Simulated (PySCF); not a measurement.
Ga(CO)H3, CH3GaO.
Structure used (PBE0-D3(BJ)/def2-SVP), in Å, numbered top down from 1:
```
atom  x, y, z in Å
Ga1   -0.0125    0.0041   -0.8481
C2     0.0127    0.0121    1.3511
O3     0.0371   -0.0161    2.4750
H4     1.5549    0.0056   -1.0017
H5    -0.8019    1.3552   -1.0138
H6    -0.7903   -1.3609   -0.9626
```

The closed-shell ground state was solved at several levels (PySCF, density fitting, gas phase). Relativistic effects, spin–orbit coupling among them, are left out although an element past zinc is present.

```tsv
level	basis functions	HOMO (eV)	LUMO (eV)	gap (eV)	dipole (D)
PBE/pcJ-1 (pcSseg-1 on Ga)	125	-7.23	-3.12	4.11	1.73
B3LYP/pcSseg-1 (pcSseg-2 on Ga)	112	-8.17	-2.28	5.89	1.74
PBE0/pcSseg-1 (pcSseg-2 on Ga)	112	-8.36	-1.99	6.37	1.76
PBE0/def2-SVPD	105	-8.33	-2.08	6.25	1.83
```

Problem. Estimate the row for PBE/pcSseg-1 (pcSseg-2 on Ga), a basis of 112 functions; the other rows only guide the guess.

Solution. HOMO -7.16 eV, LUMO -3.07 eV, gap 4.09 eV, dipole 1.67 D.

Problem. Over all these levels, which gives the widest orbital gap and which the narrowest?

Solution. PBE0/pcSseg-1 (pcSseg-2 on Ga) (global hybrid, 25 % exact exchange) has the widest, 6.37 eV, and PBE/pcSseg-1 (pcSseg-2 on Ga) (GGA) the narrowest, 4.09 eV. The two share the basis. From the narrowest to the widest the HOMO moves by -1.20 eV and the LUMO by +1.08 eV.

Problem. In the pcSseg-1 (pcSseg-2 on Ga) basis, how does the gap go with the fixed share of exact exchange?

Solution. PBE (0 %) 4.09 eV; B3LYP (20 %) 5.89 eV; PBE0 (25 %) 6.37 eV. Each rise in the share widens the gap here.

Problem. How far do the dipole and the HOMO energy spread over the levels?

Solution. The dipole runs from 1.67 to 1.83 D (mean 1.75 D) and the HOMO from -8.36 to -7.16 eV.
